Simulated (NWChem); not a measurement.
All runs are NWChem calculations. System: C3H8As, charge 1, spin multiplicity 1, at the geometry of a parent with another charge or spin, in a state set for the comparison that need not be this species' ground state. Level: RHF/def2-TZVP.

Job file:

```
start mol
memory heap 200 mb stack 900 mb global 1100 mb
charge 1
geometry units angstroms nocenter noautoz
  C      0.421259    -1.730012     0.000000
  As    -0.429125    -0.025575     0.000000
  C      0.536461     0.826188    -1.515922
  C      0.536461     0.826188     1.515922
  H      0.486634    -2.307420    -0.937820
  H      0.486634    -2.307420     0.937820
  H      0.224382     1.886222    -1.591872
  H      0.253745     0.310163    -2.454308
  H      1.633266     0.765934    -1.378414
  H      0.253745     0.310163     2.454308
  H      1.633266     0.765934     1.378414
  H      0.224382     1.886222     1.591872
  symmetry group Cs
end
basis spherical
  * library def2-tzvp
end
scf
  rhf
  nopen 0
  maxiter 100
  thresh 1e-7
  semidirect memsize 60000000 filesize 0
end
task scf energy
```

NWChem printed:

```
             Northwest Computational Chemistry Package (NWChem) 7.3.0
             --------------------------------------------------------

                                NWChem Input Module
                                -------------------

 Scaling coordinates for geometry "geometry" by  1.889725989
 (inverse scale =  0.529177249)

 Turning off AUTOSYM since
 SYMMETRY directive was detected!

                             Geometry "geometry" -> ""
                             -------------------------

 Output coordinates in angstroms (scale by  1.889725989 to convert to a.u.)

  No.       Tag          Charge          X              Y              Z
 ---- ---------------- ---------- -------------- -------------- --------------
    1 C                    6.0000     0.42125900    -1.73001200     0.00000000
    2 As                  33.0000    -0.42912500    -0.02557500     0.00000000
    3 C                    6.0000     0.53646100     0.82618800    -1.51592200
    4 C                    6.0000     0.53646100     0.82618800     1.51592200
    5 H                    1.0000     0.48663400    -2.30742000    -0.93782000
    6 H                    1.0000     0.48663400    -2.30742000     0.93782000
    7 H                    1.0000     0.22438200     1.88622200    -1.59187200
    8 H                    1.0000     0.25374500     0.31016300    -2.45430800
    9 H                    1.0000     1.63326600     0.76593400    -1.37841400
   10 H                    1.0000     0.25374500     0.31016300     2.45430800
   11 H                    1.0000     1.63326600     0.76593400     1.37841400
   12 H                    1.0000     0.22438200     1.88622200     1.59187200

 Effective nuclear repulsion energy (a.u.)     276.0195664013

            Nuclear Dipole moment (a.u.)
            ----------------------------
        X                 Y               Z
 ---------------- ---------------- ----------------
     0.0000283459     0.0000132281     0.0000000000

      Symmetry information
      --------------------

 Group name             Cs
 Group number              2
 Group order               2
 No. of unique centers     7

      Symmetry unique atoms

     1    2    3    5    7    8    9


 Summary of "ao basis" -> "" (spherical)
 ------------------------------------------------------------------------------
       Tag                 Description            Shells   Functions and Types
 ---------------- ------------------------------  ------  ---------------------
 *                         def2-tzvp                  on all atoms

 Summary of "ao basis" -> "ao basis" (spherical)
 ------------------------------------------------------------------------------
       Tag                 Description            Shells   Functions and Types
 ---------------- ------------------------------  ------  ---------------------
 C                         def2-tzvp                11       31   5s3p2d1f
 As                        def2-tzvp                16       48   6s5p4d1f
 H                         def2-tzvp                 4        6   3s1p

                                 NWChem SCF Module
                                 -----------------

  ao basis        = "ao basis"
  functions       =   189
  atoms           =    12
  closed shells   =    29
  open shells     =     0
  charge          =   1.00
  wavefunction    = RHF
  use symmetry    = T
  symmetry adapt  = T

 Summary of "ao basis" -> "ao basis" (spherical)
 ------------------------------------------------------------------------------
[...]
    26 a"         27 a'         28 a"         29 a'         30 a'
    31 a"         32 a'         33 a'         34 a"         35 a'
    36 a'         37 a'         38 a'         39 a"

             Final eigenvalues
             -----------------

              1
    1 -432.7956
    2  -56.5191
    3  -50.3645
    4  -50.3636
    5  -50.3634
    6  -11.5540
    7  -11.4227
    8  -11.4227
    9   -8.2403
   10   -6.0962
   11   -6.0935
   12   -6.0922
   13   -2.3305
   14   -2.3270
   15   -2.3251
   16   -2.3239
   17   -2.3220
   18   -1.2054
   19   -1.1284
   20   -1.1082
   21   -0.9258
   22   -0.8449
   23   -0.7653
   24   -0.7549
   25   -0.7323
   26   -0.7293
   27   -0.6849
   28   -0.6244
   29   -0.5618
   30   -0.2109
   31   -0.0308
   32   -0.0276
   33   -0.0172
   34    0.0226
   35    0.0277
   36    0.0386
   37    0.0573
   38    0.0642
   39    0.0708

                       ROHF Final Molecular Orbital Analysis
                       -------------------------------------

 Vector   27  Occ=2.000000D+00  E=-6.849254D-01  Symmetry=a'
              MO Center=  2.3D-01, -8.0D-03,  5.9D-13, r^2= 3.8D+00
   Bfn.  Coefficient  Atom+Function         Bfn.  Coefficient  Atom+Function
  ----- ------------  ---------------      ----- ------------  ---------------
    48      0.273710   2 As py                7     -0.234954   1 C  py
    10     -0.218044   1 C  py               42     -0.153986   2 As py

 Vector   28  Occ=2.000000D+00  E=-6.244338D-01  Symmetry=a"
              MO Center=  2.0D-01,  4.6D-01,  8.8D-13, r^2= 3.3D+00
   Bfn.  Coefficient  Atom+Function         Bfn.  Coefficient  Atom+Function
  ----- ------------  ---------------      ----- ------------  ---------------
    49      0.363138   2 As pz               43     -0.200202   2 As pz
    52      0.198995   2 As pz               87     -0.195297   3 C  pz
   118     -0.195297   4 C  pz               90     -0.190414   3 C  pz
   121     -0.190414   4 C  pz

 Vector   29  Occ=2.000000D+00  E=-5.617754D-01  Symmetry=a'
              MO Center= -2.8D-01, -3.3D-01, -2.2D-13, r^2= 2.9D+00
   Bfn.  Coefficient  Atom+Function         Bfn.  Coefficient  Atom+Function
  ----- ------------  ---------------      ----- ------------  ---------------
    47      0.393263   2 As px               50      0.303797   2 As px
    37     -0.255249   2 As s                36     -0.217263   2 As s
    41     -0.217569   2 As px

 Vector   30  Occ=0.000000D+00  E=-2.108509D-01  Symmetry=a'
              MO Center=  2.1D-01, -1.1D+00,  9.0D-14, r^2= 3.3D+00
   Bfn.  Coefficient  Atom+Function         Bfn.  Coefficient  Atom+Function
  ----- ------------  ---------------      ----- ------------  ---------------
    12      0.404160   1 C  px               50     -0.323687   2 As px
     9      0.304476   1 C  px                6      0.290482   1 C  px
     5      0.207669   1 C  s                47     -0.184718   2 As px
    37      0.161989   2 As s                13      0.160391   1 C  py

 Vector   31  Occ=0.000000D+00  E=-3.083682D-02  Symmetry=a"
              MO Center= -2.2D-01,  1.4D-01, -2.7D-15, r^2= 6.4D+00
   Bfn.  Coefficient  Atom+Function         Bfn.  Coefficient  Atom+Function
  ----- ------------  ---------------      ----- ------------  ---------------
    84      2.912546   3 C  s               115     -2.912546   4 C  s
    52      1.913683   2 As pz              168     -0.800842   9 H  s
   180      0.800842  11 H  s               162     -0.753577   8 H  s
   174      0.753577  10 H  s               156     -0.601475   7 H  s
   186      0.601475  12 H  s                93      0.368752   3 C  pz

 Vector   32  Occ=0.000000D+00  E=-2.755684D-02  Symmetry=a'
              MO Center=  3.7D-01, -1.4D+00,  4.1D-13, r^2= 7.0D+00
   Bfn.  Coefficient  Atom+Function         Bfn.  Coefficient  Atom+Function
  ----- ------------  ---------------      ----- ------------  ---------------
     5      1.844997   1 C  s               144     -1.345949   5 H  s
   150     -1.345949   6 H  s                84      0.920002   3 C  s
   115      0.920002   4 C  s                51      0.739569   2 As py
   162     -0.639902   8 H  s               174     -0.639902  10 H  s
   156     -0.459910   7 H  s               186     -0.459910  12 H  s

 center of mass
 --------------
 x =  -0.14268288 y =  -0.02426325 z =   0.00000000

 moments of inertia (a.u.)
 ------------------
         534.268849398115         -13.815288561840          -0.000000000000
         -13.815288561840         379.406391143190           0.000000000000
          -0.000000000000           0.000000000000         356.558302961480

  Mulliken analysis of the total density
  --------------------------------------

    Atom       Charge   Shell Charges
 -----------   ------   -------------------------------------------------------
    1 C    6     6.13   0.86  1.12  0.54  0.81  0.06  1.07  1.28  0.33  0.01  0.04  0.00
    2 As  33    32.53   2.00  2.00  1.17  0.78  0.92  0.75  5.99  5.77  0.36  1.71  0.83  8.95  1.07  0.06  0.14  0.03
    3 C    6     6.44   0.85  1.12  0.47  0.74  0.06  1.21  1.51  0.42  0.01  0.04  0.00
    4 C    6     6.44   0.85  1.12  0.47  0.74  0.06  1.21  1.51  0.42  0.01  0.04  0.00
    5 H    1     0.76   0.25  0.45  0.04  0.02
    6 H    1     0.76   0.25  0.45  0.04  0.02
    7 H    1     0.81   0.25  0.47  0.07  0.02
    8 H    1     0.82   0.26  0.47  0.08  0.02
    9 H    1     0.83   0.26  0.47  0.08  0.02
   10 H    1     0.82   0.26  0.47  0.08  0.02
   11 H    1     0.83   0.26  0.47  0.08  0.02
   12 H    1     0.81   0.25  0.47  0.07  0.02

       Multipole analysis of the density wrt the origin
       ------------------------------------------------

     L   x y z        total         open         nuclear
     -   - - -        -----         ----         -------
     0   0 0 0      1.000000      0.000000     59.000000

     1   1 0 0      0.667545      0.000000      0.000028
     1   0 1 0     -0.988677      0.000000      0.000013
     1   0 0 1      0.000000      0.000000      0.000000

     2   2 0 0    -25.727324      0.000000     59.398731
     2   1 1 0     -1.818744      0.000000      9.171089
     2   1 0 1      0.000000      0.000000     -0.000000
     2   0 2 0    -17.064827      0.000000    161.769306
     2   0 1 1     -0.000000      0.000000      0.000000
     2   0 0 2    -21.684431      0.000000    179.448359

 Task  times  cpu:      102.1s     wall:      102.1s

 Total times  cpu:      102.1s     wall:      102.1s
```
